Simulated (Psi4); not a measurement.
GaO (SMILES [O]=[Ga]), doublet, geometry from GFN2-xTB (such geometries of metal compounds can be far from the true shape), atoms displaced at random by about 0.03 Å a coordinate; HF/STO-3G, gradient run with Psi4.

The Psi4 input:
```
memory 2 GB

molecule mol {
0 2
Ga    0.010609    0.024677   -0.386052
O    -0.004927   -0.021160    1.355820
symmetry c1
no_reorient
no_com
}

set {
  basis sto-3g
  reference uhf
}

gradient('scf')
print_variables()
```

The log (banner, timings and long lists left out):

```
gradient() will perform analytic gradient computation.

   => Loading Basis Set <=

    Name: STO-3G
    Role: ORBITAL
    Keyword: BASIS

         ---------------------------------------------------------
                                   SCF
               by Justin Turney, Rob Parrish, Andy Simmonett
                          and Daniel G. A. Smith
                              UHF Reference
         ---------------------------------------------------------

  ==> Geometry <==

    Molecular point group: c1
    Full point group: C1

    Geometry (in Angstrom), charge = 0, multiplicity = 2:

       Center              X                  Y                   Z               Mass
    ------------   -----------------  -----------------  -----------------  -----------------
         GA           0.010609000000     0.024677000000    -0.386052000000    68.925573500000
         O           -0.004927000000    -0.021160000000     1.355820000000    15.994914619570

  Running in c1 symmetry.

  Rotational constants: A =    763.46959  B =      0.42452  C =      0.42428 [cm^-1]
  Rotational constants: A = 22888242.48552  B =  12726.67378  C =  12719.60123 [MHz]
  Nuclear repulsion =   75.312835393927799

  Charge       = 0
  Multiplicity = 2
  Electrons    = 39
  Nalpha       = 20
  Nbeta        = 19

  ==> Algorithm <==

  SCF Algorithm Type is DF.
  DIIS enabled.
  MOM disabled.
  Fractional occupation disabled.
  Guess Type is SAD.
  Energy threshold   = 1.00e-08
  Density threshold  = 1.00e-08
  Integral threshold = 1.00e-12

  ==> Primary Basis <==

  Basis Set: STO-3G
    Blend: STO-3G
    Number of shells: 11
    Number of basis functions: 23
    Number of Cartesian functions: 24
    Spherical Harmonics?: true
    Max angular momentum: 2

   => Loading Basis Set <=

    Name: (STO-3G AUX)
    Role: JKFIT
    Keyword: DF_BASIS_SCF

  ==> Integral Setup <==

  SCF_SUBTYPE=INCORE selected. In-core MEM_DF algorithm will be used.
  Using in-core AOs.

  ==> MemDFJK: Density-Fitted J/K Matrices <==

    J tasked:                   Yes
    K tasked:                   Yes
    wK tasked:                   No
    Algorithm:                 Core
    Schwarz Cutoff:           1E-12
    Mask sparsity (%):       1.8904
    Fitting Condition:        1E-10

   => Auxiliary Basis Set <=

  Basis Set: (STO-3G AUX)
    Blend: DEF2-UNIVERSAL-JKFIT
    Number of shells: 85
    Number of basis functions: 343
    Number of Cartesian functions: 464
    Spherical Harmonics?: true
[...]
  @DF-UHF Final Energy: -1974.77486453625693
    Total Energy =                      -1974.7748645362569277
[...]
 Dipole Y            :         -1.1204464            1.1257231            0.0052767
 Dipole Z            :          1.9179585           -2.1184813           -0.2005228
 Magnitude           :                                                    0.2006001

 ------------------------------------------------------------------------------------

         ------------------------------------------------------------
                                   SCF GRAD
                          Rob Parrish, Justin Turney,
                       Andy Simmonett, and Alex Sokolov
         ------------------------------------------------------------

  ==> Geometry <==

    Molecular point group: c1
    Full point group: C1

    Geometry (in Angstrom), charge = 0, multiplicity = 2:

       Center              X                  Y                   Z               Mass
    ------------   -----------------  -----------------  -----------------  -----------------
         GA           0.010609000000     0.024677000000    -0.386052000000    68.925573500000
         O           -0.004927000000    -0.021160000000     1.355820000000    15.994914619570

  Nuclear repulsion =   75.312835393927799

  ==> Basis Set <==

  Basis Set: STO-3G
    Blend: STO-3G
    Number of shells: 11
    Number of basis functions: 23
    Number of Cartesian functions: 24
    Spherical Harmonics?: true
    Max angular momentum: 2

  ==> DFJKGrad: Density-Fitted SCF Gradients <==

    Gradient:                    1
    J tasked:                  Yes
    K tasked:                  Yes
    wK tasked:                  No
    Integrals threads:           1
    Schwarz Cutoff:          1E-12
    Fitting Condition:       1E-10

   => Auxiliary Basis Set <=

  Basis Set: (STO-3G AUX)
    Blend: DEF2-UNIVERSAL-JKFIT
    Number of shells: 85
    Number of basis functions: 343
    Number of Cartesian functions: 464
    Spherical Harmonics?: true
    Max angular momentum: 5

  -Total Gradient:
     Atom            X                  Y                   Z
    ------   -----------------  -----------------  -----------------
       1        0.001340797474     0.003955853107    -0.150328113952
       2       -0.001340797475    -0.003955853107     0.150328114017

  Variable Map:
  ----------------------------------------------------------------------------
[...]
  Array Variable Map:
  ----------------------------------------------------------------------------
[...]
[...]
```
